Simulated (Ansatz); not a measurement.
Total energies of C₂H₈N₂Sn (`C[N](C)[Sn][NH2]`).

```xyz
13

C     1.058    0.089   -0.508
N    -0.353   -0.126   -0.351
C    -1.032   -0.256   -1.613
Sn   -1.429   -0.214    1.373
N     0.092    0.209    2.636
H     1.280    1.054   -0.989
H     1.511   -0.694   -1.135
H     1.572    0.067    0.454
H    -0.932    0.649   -2.232
H    -2.102   -0.433   -1.463
H    -0.636   -1.095   -2.205
H     1.026    0.506    2.401
H    -0.056    0.244    3.632
```

Charge 0, multiplicity 1. Correlated methods include outer-core shells of Sn, which these sets cover unevenly. Sn: def2 effective core potential. Geometry: relaxed with PBE0-D4/def2-TZVP. It is one conformer, not always the lowest. Basis def2-TZVPP, Ansatz 0.2.0.

RPA on PBE orbitals: Hartree–Fock energy of these orbitals -402.66166 Eh, correlation -1.71711 Eh (frozen core).

| functional | energy without D4 (Eh) | D4 term (kJ/mol) |
| --- | --- | --- |
| PBE | -404.68104 | -30.0 |
| r2SCAN | -404.89604 | -7.4 |
| B97M-V | -404.90800 | – |
| r2SCANh | -404.87383 | -7.9 |
| r2SCAN0 | -404.84203 | -8.7 |
| BHLYP | -404.73573 | -37.9 |
| LC-ωPBE | -404.83739 | – |
| ωB97X-V | -404.84807 | – |
| ωB97M-V | -404.78704 | – |
| PBE-QIDH | -404.48111 | – |

(1) Give the same for LDA (SPW92), revPBE, BLYP, PBE0, B3LYP, HSE06 (plane-wave form), CAM-B3LYP, B2PLYP. (Best estimate.)

B3LYP takes the VWN-RPA correlation (the form of Gaussian; ORCA's B3LYP/G). HSE06 is the plane-wave form, built on full-range PBE exchange. The double hybrids freeze the cores in their second-order part.

Results:

(1) The calculation gave: 
```csv
functional,energy without D4 (Eh),D4 term (kJ/mol)
LDA (SPW92),-402.93514,–
revPBE,-404.91489,-90.3
BLYP,-404.79690,-65.6
PBE0,-404.70427,-25.4
B3LYP,-405.01081,-48.4
HSE06 (plane-wave form),-404.69200,-23.8
CAM-B3LYP,-404.81579,-25.9
B2PLYP,-404.55770,–
```

LC-ωPBE has ω = 0.4 bohr⁻¹.
